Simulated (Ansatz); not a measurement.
CH$_{3}$BFGaO, SMILES `[F][Ga]1[CH2]B[O]1`. Charge 0, multiplicity 1. Geometry: relaxed with PBE0-D4/def2-TZVP.

```xyz
8

F    -0.375   -1.991    2.307
Ga   -0.164   -0.884    0.987
C     0.038   -0.296   -0.872
B     0.120    1.119   -0.113
O     0.001    0.964    1.227
H    -0.821   -0.466   -1.523
H     0.936   -0.640   -1.388
H     0.266    2.195   -0.624
```

(1) What is the dipole moment at PBE/def2-TZVPP? (An estimate is asked.)

(2) And with r2SCAN, B3LYP, ωB97M-V? (Best estimate.)

(3) Give the Mulliken charges with PBE, r2SCAN, B3LYP in def2-TZVPP. (Estimate.)

Results:

(1) The calculation gave: 2.51 D, with components (0.06, -1.13, -2.24) D in this frame, pointing from negative to positive charge.

(2) Computed: r2SCAN 2.59 D, B3LYP 2.69 D, ωB97M-V 2.63 D.

(3) The calculation gave: 
| atom | PBE | r2SCAN | B3LYP |
| --- | --- | --- | --- |
| F1 | -0.30 | -0.35 | -0.35 |
| Ga2 | 0.59 | 0.71 | 0.69 |
| C3 | -0.38 | -0.40 | -0.41 |
| B4 | 0.19 | 0.26 | 0.22 |
| O5 | -0.31 | -0.40 | -0.39 |
| H6 | 0.11 | 0.09 | 0.11 |
| H7 | 0.11 | 0.09 | 0.11 |
| H8 | -0.01 | -0.02 | 0.01 |

B3LYP here is the variant with VWN-RPA as its local correlation; programs differ in this.
